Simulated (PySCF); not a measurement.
Job file and geometry (Å, from PBE0-D3(BJ)/def2-TZVP) of an NMR shielding run on `[F][Be-2]([F])([F])[F]`, [BeF4]2-, GIAO B97-2/pcSseg-2 NMR shielding, non-relativistic, gas phase (PySCF); density fitting, a coarse starting grid and PySCF grid level 2 are the driver's defaults:

```
$ OMP_NUM_THREADS=1 python probes_run.py task.json out

{"job": {"kind": "nmr", "xc": "B97-2", "basis": "pcSseg-2", "pop": false}, "charge": -2, "multiplicity": 1}
F     -0.046594    -0.806614    -1.390967
Be     0.007003    -0.006690    -0.007777
F      1.526129     0.131029     0.469260
F     -0.829952    -0.799098     1.100230
F     -0.623409     1.447260    -0.209127
```

Problem. What does the program print?

Solution. 
```
coarse grid: 5408 points
cycle   1  E = -414.0837379770  dE =  4.412e-02  |g| = 1.332e+00  |ddm| = 1.334e+00
cycle   2  E = -413.6197232795  dE =  4.640e-01  |g| = 2.259e+00  |ddm| = 1.767e+00
cycle   3  E = -414.3822068263  dE = -7.625e-01  |g| = 3.003e-02  |ddm| = 1.112e+00
cycle   4  E = -414.3823108636  dE = -1.040e-04  |g| = 1.530e-02  |ddm| = 2.770e-02
cycle   5  E = -414.3823423848  dE = -3.152e-05  |g| = 3.080e-03  |ddm| = 7.592e-03
cycle   6  E = -414.3823438384  dE = -1.454e-06  |g| = 6.742e-04  |ddm| = 1.960e-03
final grid: 57448 points
cycle   7  E = -414.3686230513  dE = -3.011e-04  |g| = 1.110e-02  |ddm| = 2.997e-02
cycle   8  E = -414.3686060078  dE =  1.704e-05  |g| = 1.561e-02  |ddm| = 1.010e-02
cycle   9  E = -414.3686392040  dE = -3.320e-05  |g| = 5.373e-04  |ddm| = 5.899e-03
cycle  10  E = -414.3686392395  dE = -3.550e-08  |g| = 1.677e-04  |ddm| = 2.866e-04
cycle  11  E = -414.3686392432  dE = -3.689e-09  |g| = 7.123e-05  |ddm| = 1.044e-04
cycle  12  E = -414.3686392439  dE = -7.126e-10  |g| = 4.542e-06  |ddm| = 2.697e-05
converged SCF energy = -414.3686392439

GIAO shielding tensors (ppm)
atom      isotropic    diamagn.    paramagn.     s11        s22        s33       span
  0 F      400.030     477.489     -77.459    375.798    375.864    448.427     72.629
  1 Be     110.735     137.325     -26.590    110.713    110.723    110.770      0.057
  2 F      400.017     477.484     -77.468    375.810    375.845    448.395     72.586
  3 F      400.003     477.497     -77.493    375.767    375.824    448.419     72.651
  4 F      399.932     477.486     -77.554    375.729    375.746    448.319     72.590
```

Problem. Turn these shieldings into chemical shifts. Shifts are taken against calculated references (same method and geometry level): 19F (σref 175.98) vs CFCl3.

Solution. Averaging equivalent atoms: F 0/2/3/4: -224.0 ppm. No reference was computed at this level for Be. Unscaled 19F shifts against computed CFCl3 carry errors that often reach 10 to 50 ppm.

Size and cost of the density-fitted run: 165 basis functions, 4.7 s wall time on 1 thread of an Intel Xeon 6975P-C, shared host; peak memory 0.72 GiB.
